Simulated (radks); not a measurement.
Spherical quantum dot in the effective-mass picture: electrons in a hard-walled sphere of radius 5.87, with a point charge +1 (a donor) at the centre, all in effective atomic units (hartree* = m*/eps^2 hartree, bohr* = eps/m* bohr), one dielectric constant everywhere. Method: non-relativistic Kohn-Sham, PBEsol, spin-polarised, spherical densities; computed with a radial shooting solver with Libxc functionals. Levels are named by radial order and angular momentum (1s, 1p, 1d, 2s, ...), and open shells are averaged over m. Results are scaled to m* = 0.068 and eps = 13.4, for which hartree* = 10.31 meV and bohr* = 10.43 nm.

N = 19, configuration 1s2 1p6 1d10 2s(up 1, down 0). This is the lowest configuration that the search found. Occupied and some empty levels:

level,occupation,eigenvalue (meV),<r> (nm)
1s up,1,40.123,39.88
1s down,1,40.238,41.96
1p up,3,40.972,43.66
1p down,3,40.990,43.76
1d up,5,42.265,44.92
1d down,5,42.275,44.92
2s up,1,43.004,20.05
1f up,0,44.047,45.93
1f down,0,44.056,45.92
2s down,0,44.680,21.74
1g up,0,46.285,46.79
1g down,0,46.295,46.78
2p up,0,47.973,30.19
2p down,0,48.375,31.51

Energy (meV): total 397.061, kinetic 96.228, external -55.874, Hartree 411.28, exchange-correlation -54.571.

Electron density:

r (nm),n(r) (e/nm^3)
3.28,0.0001553
6.33,0.00008631
9.37,0.00004867
12.4,0.00002826
15.5,0.00001748
18.5,0.00001225
21.6,0.00001041
24.6,0.00001082
27.6,0.00001303
30.7,0.00001679
33.7,0.00002176
36.8,0.00002738
39.8,0.00003260
42.9,0.00003601
45.9,0.00003598
49.0,0.00003135
52.0,0.00002240
55.1,0.00001157
58.1,3.121e-06
61.1,7.139e-09
